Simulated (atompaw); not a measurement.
**Pseudopotential generation for O (Z = 8): PAW (atompaw), LDA (PW92), scalar-relativistic.**

atompaw 4.2.0.5 input, output lines left out:

```
O 8
LDA-PW scalarrelativistic loggrid 1500 logderivrange -6 5 276
2 2 0 0 0 0
2 1 2.5
0 0 0
c
v
v
2
1.65 1.20 1.55 1.45
y
-2.9
n
y
-1.85
n
y
0.1
n
custom rrkj gramschmidtortho besselshape
bessel
1.65
1.65
1.65
1.65
1.65
```

Results:

```
Cutoffs needed                                           : 25 Ry and 40 Ry (the cutoffs (Ry, on a coarse ladder) from which the occupation-weighted sum of valence levels, in a spherical-Bessel basis at the reference potential, stays within 10 and 1 mRy of its value at 400 Ry)
Ghost test                                               : no extra level below or beside the all-electron valence levels (s, p, d, f tested) (spherical-Bessel basis up to 400 Ry, 20 bohr box)
Lowest eigenvalue of the overlap operator                : 0.43 (s channel)
Overlap eigenvalues printed by atompaw (projector basis) : 0.0363, 0.0614, 0.96, 5.79, 9.79
Share of each valence orbital outside the PAW sphere     : 2s 10 %, 2p 13 %
```

Generation and tests took about 0.9 s on one core of a shared server CPU.
